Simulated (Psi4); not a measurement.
Pair of molecules: CO (SMILES [C-]#[O+]) (first 2 atoms) with CH2F2 (SMILES FCF); geometry from B3LYP-D3(BJ)/def2-TZVP, rigid monomers moved along the line of their centres of mass till C1···C4 is 6.05 Å.
(charge 0, multiplicity 1):
```xyz
7

C     -0.1768    -0.2330     0.8387
O      0.3823     0.2298    -0.0200
F      1.6515     0.2701     6.3613
C      0.4228     0.6701     6.7949
F      0.1592     1.8969     6.2627
H      0.4490     0.7600     7.8820
H     -0.3230    -0.0362     6.4301
```

These are Psi4 with SAPT0/jun-cc-pV(D+d)Z values and carry that method's errors.

Which attractive term is largest, and how does the interaction split up?

electrostatics -3.3, exchange 0.0, induction -0.1, dispersion -1.0, total -4.3 meV; the largest attraction is electrostatics.
